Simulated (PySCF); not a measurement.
PySCF input (M06-2X/LANL2DZ):

```python
from pyscf import gto, dft

mol = gto.M(
    atom='''
    Rb   -0.00000000   -0.00000000   -2.05688587
    I     0.00000000    0.00000000    1.43593919
    ''',
    basis='lanl2dz',
    ecp='lanl2dz',
    charge=-1,
    spin=1,
    symmetry='C2v',
    verbose=4,
)

mf = dft.UKS(mol, xc='m062x')
mf.grids.level = 4
mf.conv_tol = 1e-9
mf.max_cycle = 100
mf.max_memory = 1500
mf.kernel()
if not mf.converged:
    mf = mf.newton()
    mf.kernel(mf.make_rdm1())
mf.dip_moment()
```

### Question
What final total energy does it give?

### Answer
-35.24938 Eh.
